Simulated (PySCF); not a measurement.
## EPR parameters of C3H5F2Si

C3H5F2Si (doublet state).
Geometry (GFN2-xTB, Å), atoms numbered from 1 in this order:
```xyz
11
C3H5F2Si angstrom
F     -2.137    1.326   -0.472
C     -1.890    0.017   -0.096
C     -0.439   -0.306   -0.205
F     -0.183   -1.379   -1.013
C      0.595    0.347    0.371
Si     2.350   -0.067    0.126
H     -2.261   -0.068    0.934
H     -2.473   -0.624   -0.764
H      0.330    1.187    0.996
H      2.771   -1.161   -0.720
H      3.342    0.730    0.818
```

The hyperfine couplings belong to this conformer and change with its torsions.

Identity: `C(=C\[SiH2])(/CF)F` [radical].

Method used: PySCF 2.14.0, UKS B3LYP, pcH-1 on C F H Si, non-relativistic, mean-field spin-orbit, GIAO. Isolated species at its GFN2-xTB geometry (one conformer only). The geometry wasn't refined by DFT: couplings that depend on bond lengths, twists or pyramidal angles can differ widely from those at the functional's own minimum, by a factor of two or more for some ions and for spin on atoms past the first row. Stability of the SCF solution: not tested.

- g1, g2, g3: 2.00212, 2.00390, 2.00529
- g_iso: 2.00377
- Form of g: rhombic: the two nearest values differ by 44 % of g3 − g1
- ⟨S²⟩: 0.7683 (exact 0.7500)
- α and β electrons: 28, 27
- Basis functions: 210

Isotropic coupling and dipolar principal values T1 to T3, in MHz; ρ(0) is the spin density at the nucleus:

```csv
atom,isotope,a_iso,of which spin–orbit,T1,T2,T3,Mulliken spin population,ρ(0) (bohr⁻³)
F1,19F,98.0,0.2,-29.8,-26.6,56.4,0.01,0.0232
C2,13C,-10.6,0.0,-0.9,-0.2,1.1,-0.02,-0.0094
C3,13C,40.1,0.0,-33.0,-30.7,63.7,0.33,0.0357
F4,19F,47.9,0.1,-84.0,-61.0,145.0,0.02,0.0114
C5,13C,-35.5,0.0,-21.0,8.9,12.2,-0.19,-0.0316
Si6,29Si,-128.5,1.1,-165.8,82.6,83.2,0.92,0.1458
H7,1H,27.8,0.0,-2.7,-0.9,3.6,0.01,0.0062
H8,1H,2.1,0.0,-2.5,-1.7,4.2,0.00,0.0005
H9,1H,7.9,0.0,-3.1,-2.7,5.8,0.01,0.0018
H10,1H,-46.5,0.0,-10.5,4.2,6.3,-0.04,-0.0104
H11,1H,-46.9,0.0,-11.6,4.6,7.0,-0.04,-0.0105
```

The largest Mulliken spin populations are on Si6 (+0.92), C3 (+0.33) and C5 (-0.19). The angles at Si6 add up to 360.0°, so it is planar; its axial dipolar tensor and the negative couplings of its protons fit spin in a p orbital normal to that plane.

Axes: g3 points within 6° of the C2–C3 bond.

Under fast tumbling the dipolar parts average out, and these isotropic splittings remain: 1 × 19F (F1, I = 1/2, 2 lines) with 3.49 mT, 1 × 19F (F4, I = 1/2, 2 lines) with 1.71 mT, 2 × 1H (H10/H11, I = 1/2, 3 lines) with 1.66 mT, 2 × 1H (H7/H8, I = 1/2, 3 lines) with 0.53 mT and 1 × 1H (H9, I = 1/2, 2 lines) with 0.28 mT.

Nuclei that the bonding pattern makes equivalent are averaged, as if the motion that swaps them (rotation, inversion, ring flip) were fast. The 1H value of +14.9 MHz is a mean of couplings from 2.1 to 27.8 MHz in this one geometry, not an average over conformers.

The 13C coupling of C3 (40.1 MHz) shows only in satellite lines or after enrichment, since that isotope makes up about 1.07 % of natural carbon.

The 29Si coupling of Si6 (-128.5 MHz) shows only in satellite lines or after enrichment, since that isotope makes up about 4.7 % of natural silicon.

Hardware: one thread of an Intel Xeon Platinum 8259CL at 2.50 GHz (shared host). Cost: 53 s of wall time (with the writing of density and orbital grids), 0.71 GiB resident at most.
